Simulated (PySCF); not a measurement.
Solvent effects on NMR parameters

Structure with atom numbers: `[CH3:1][CH2:2][O:3][S:4](=[O:5])(=[O:6])[CH:7]1[CH2:8][CH2:9]1`. Each H is labelled by its parent atom. Ha(C8), Ha(C9) are cis to S4 on the ring; Hb(C8), Hb(C9) are trans to S4 on the ring.

GIAO PBE0/pcSseg-1 in PySCF 2.14 on one PBE0-D3(BJ)/def2-SVP conformer, non-relativistic, equivalent nuclei averaged. Solvents enter as an IEF-PCM continuum (benzene with ε = 2.3, acetonitrile with ε = 35.7) around the gas-phase geometry. Shifts are referred to TMS, CS2 computed in the same medium.

In benzene, δ in ppm: C2 65.0, C7 33.6, C1 16.8, C8/C9 7.1, S4 336.7, H(C2) 4.03, H(C7) 2.30, H(C1) 1.41, Ha(C8)/Ha(C9) 1.18, Hb(C8)/Hb(C9) 1.01. Dipole moment 4.92 D.

(1) How does each δ change in the more polar medium?

(2) Which nuclei move most (in ppm), and what does the model miss?

## Answers

(1) 
```json
{"atoms": "C2", "environment": "sp3 CH2 bonded to O", "Δδ, acetonitrile": "+1.1"}
{"atoms": "C7", "environment": "three-membered-ring carbon", "Δδ, acetonitrile": "+1.3"}
{"atoms": "C1", "environment": "methyl carbon", "Δδ, acetonitrile": "+0.3"}
{"atoms": "C8/C9", "environment": "three-membered-ring carbon", "Δδ, acetonitrile": "+0.6"}
{"atoms": "S4", "environment": "sulfonyl sulfur", "Δδ, acetonitrile": "+3.9"}
{"atoms": "H(C2)", "environment": "hydrogen on an sp3 CH2 bonded to O", "Δδ, acetonitrile": "+0.11"}
{"atoms": "H(C7)", "environment": "hydrogen on a three-membered-ring carbon", "Δδ, acetonitrile": "+0.34"}
{"atoms": "H(C1)", "environment": "hydrogen on a methyl carbon", "Δδ, acetonitrile": "+0.01"}
{"atoms": "Ha(C8)/Ha(C9)", "environment": "hydrogen on a three-membered-ring carbon", "Δδ, acetonitrile": "-0.08"}
{"atoms": "Hb(C8)/Hb(C9)", "environment": "hydrogen on a three-membered-ring carbon", "Δδ, acetonitrile": "+0.21"}
```

Changes are relative to benzene. The dipole moment becomes 5.67 D in acetonitrile.

(2) S4 (sulfonyl sulfur, +3.9 ppm) in acetonitrile. A continuum only polarises the solute; specific hydrogen bonds, the anisotropy of aromatic solvents and changes of geometry or conformer are outside it.
